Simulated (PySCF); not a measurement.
HfOBr2, SMILES [Br][Hf]([Br])=[O], multiplicity 1.

Geometry optimised at B3LYP-D3(BJ)/def2-SVP. The spin state was assumed, not searched. The def2 effective core potentials stand for the cores of Hf; spin–orbit coupling is left out.

Level of theory: B3LYP-D3(BJ)/def2-SVP run with PySCF.

Frequencies are harmonic and unscaled.

| mode | ν (cm⁻¹) | IR (km/mol) | moving atoms (share of kinetic energy) |
|---|---|---|---|
| 1 | 47 | 10.1 | Br 67 %, Hf 27 % |
| 2 | 99 | 22.1 | O 60 %, Br 20 %, Hf 20 % |
| 3 | 171 | 1.5 | O 78 %, Br 22 % |
| 4 | 234 | 13.2 | Br 79 %, Hf 21 % |
| 5 | 273 | 59.6 | Br 47 %, Hf 44 %, O 9 % |
| 6 | 941 | 156.1 | O 92 %, Hf 8 % |
